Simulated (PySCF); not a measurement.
Compound: C6H15P.
Bonds: C1–P2, P2–C3, C3–C4, C4–C5, C4–C6, C4–C7. Hydrogens: H8, H9, H10 on C1; H11 on P2; H12, H13 on C3; H14, H15, H16 on C5; H17, H18, H19 on C6; H20, H21, H22 on C7.

Level: PBE0/def2-SVPD in PySCF, non-relativistic, on one gas-phase PBE0-D3(BJ)/def2-SVP geometry that isn't relaxed in the solvent. The solvent is an IEF-PCM continuum (cavity from Bondi-type radii × 1.2), and excitations are vertical TDDFT with non-equilibrium linear response and a frozen core. Specific hydrogen bonds and non-electrostatic terms are outside this model.

Gas-phase singlets (H = HOMO, L = LUMO):

```json
{"state": "S1", "E (eV)": "5.969", "λ (nm)": "208", "f": "0.033", "leading configurations": "H→L 83%, H→L+1 15%"}
{"state": "S2", "E (eV)": "6.234", "λ (nm)": "199", "f": "0.091", "leading configurations": "H→L+1 81%, H→L 14%"}
{"state": "S3", "E (eV)": "6.951", "λ (nm)": "178", "f": "0.058", "leading configurations": "H→L+2 75%, H→L+3 18%"}
{"state": "S4", "E (eV)": "7.035", "λ (nm)": "176", "f": "0.046", "leading configurations": "H→L+3 70%, H→L+2 18%"}
{"state": "S5", "E (eV)": "7.401", "λ (nm)": "168", "f": "0.053", "leading configurations": "H→L+4 94%"}
```

Problem. What are the lowest 5 singlets in water (ε = 78.36)?

Solution. 
| state | E (eV) | λ (nm) | f | leading configurations | change by rank (eV) |
| --- | --- | --- | --- | --- | --- |
| S1 | 6.122 | 203 | 0.057 | H→L 84%, H→L+1 14% | +0.153 |
| S2 | 6.382 | 194 | 0.130 | H→L+1 80%, H→L 13% | +0.148 |
| S3 | 6.978 | 178 | 0.142 | H→L+2 90% | +0.027 |
| S4 | 7.225 | 172 | 0.026 | H→L+3 88% | +0.190 |
| S5 | 7.559 | 164 | 0.062 | H→L+4 94% | +0.158 |

Problem. The ground-state energy changes by -0.108 eV from gas to water. By how much does the total energy of gas-phase S1 change?

Solution. E(S1) = E(S0) + excitation energy, so it changes by -0.108 + 0.153 = +0.045 eV: it isn't lowered at all, while the ground state is. This is the vertical state, with the slow part of the continuum still set for S0.

Problem. How do the frontier levels move from gas to water?

Solution. 
| orbital | gas (eV) | solvent (eV) | change (eV) | Löwdin shares, gas | Löwdin shares, solvent |
| --- | --- | --- | --- | --- | --- |
| LUMO+2 | 1.43 | 1.49 | +0.06 | H11 16 %, P2 11 %, H13 9 %, H20 7 % | P2 29 %, H18 9 %, C3 8 %, H11 8 % |
| LUMO+1 | 0.65 | 0.77 | +0.12 | P2 18 %, C1 15 %, C7 7 %, H11 6 % | P2 19 %, C1 12 %, C7 7 %, C6 7 % |
| LUMO | 0.47 | 0.63 | +0.16 | P2 17 %, C1 12 %, H11 10 %, C3 9 % | P2 24 %, C1 13 %, H11 12 %, C3 7 % |
| HOMO | -6.60 | -6.67 | -0.07 | P2 60 %, C3 11 %, C1 10 %, H11 7 % | P2 60 %, C3 11 %, C1 10 %, H11 7 % |
| HOMO-1 | -8.68 | -8.54 | +0.14 | C3 20 %, C4 16 %, P2 16 %, C7 14 % | C3 20 %, C4 16 %, P2 16 %, C7 14 % |
| HOMO-2 | -9.02 | -8.86 | +0.16 | C4 18 %, C6 18 %, C3 14 %, P2 7 % | C4 18 %, C6 18 %, C3 14 %, H13 7 % |
| HOMO-3 | -9.18 | -9.05 | +0.13 | C5 25 %, C4 23 %, C7 10 %, C6 8 % | C5 24 %, C4 23 %, C7 10 %, C6 8 % |

The HOMO–LUMO gap goes from 7.07 to 7.30 eV. Rows go by rank; for LUMO+2 the atom shares or the degeneracy differ between the runs, so the row needn't follow one orbital.

Shape of the structure used: `[CH3:1][PH:2][CH2:3][C:4]([CH3:5])([CH3:6])[CH3:7]`: C1–P2–C3–C4 -177°, P2–C3–C4–C5 63°.
